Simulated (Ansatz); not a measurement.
A made-up structure of Al₂H₂O₂, singlet:

```csv
atom,x (Å),y (Å),z (Å)
O1,-0.2425,-0.7200,-2.1715
Al2,-0.2548,-0.0231,-0.6374
O3,0.6727,-0.3323,0.7945
Al4,-0.2552,0.9338,1.5115
H5,0.3277,-1.4316,-2.4597
H6,-1.7451,0.1051,-0.3670
```

It is relaxed with PBE-D4/def2-SVP and then PBE0-D4/def2-TZVP (Ansatz 0.2.0). Atoms count as bonded within 1.22 times the sum of their covalent radii (H–H: 0.88 Å). The end point is not checked to be a true minimum.

(1) Does its bonding change? (A judgement: the text doesn't fix the answer.)

## Answers

(1) By the calculation: Yes. Formed: none; broken: Al2–Al4.

Where it ends: The first stage lowers the energy by 1.73 eV in 11 steps. It ends as Al₂H₂O₂ ([OH][AlH][O][Al]):
O1  (-0.115, -0.986, -2.107)
Al2  (-0.817, -0.189, -0.790)
O3  (0.074, 0.184, 0.597)
Al4  (0.898, 0.593, 2.020)
H5  (0.800, -1.260, -2.135)
H6  (-2.336, 0.189, -0.915)
(Å)

Labels in which every atom is bracketed show which atoms are joined, not bond orders.

For scale, one of the runs: PBE0-D4/def2-TZVP relaxation, 148 basis functions, launched by `ansatz run in.yaml --threads 2 --pin off --events-out ev --progress --plain --max-ram 4352MiB`. The run took about 16 s on 2 CPU threads of an Arm Neoverse V1 (shared host).
